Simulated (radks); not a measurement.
Results of a calculation; reference values are marked as such.
Exchange energies: the exact (Fock) value of the Kohn-Sham orbitals and density-functional approximations, in hartree. Species: Au [Xe] 4f14 5d10 6s1; Ca+ [Ar] 4s1. Level of theory: non-relativistic Kohn-Sham, LDA (Slater exchange, Perdew-Wang correlation), spin-polarised, spherical densities, point nucleus (a radial shooting solver on a logarithmic mesh with Libxc functionals). Every spin shell is full or empty, so the densities are truly spherical. Functionals are evaluated on that one density, not self-consistently.

functional        Au       Ca+
exact       -337.981  -35.0260
LDA          -325.23   -32.448
PBEsol       -332.04   -33.885
RPBE         -337.38   -35.015
PW91         -338.29   -35.001
OPTX         -344.49   -35.083
EV93         -336.40   -35.328
TPSS         -336.69   -35.086
revTPSS      -335.07   -34.835
MS2          -335.86   -35.027
Tao-Mo       -335.30   -34.944
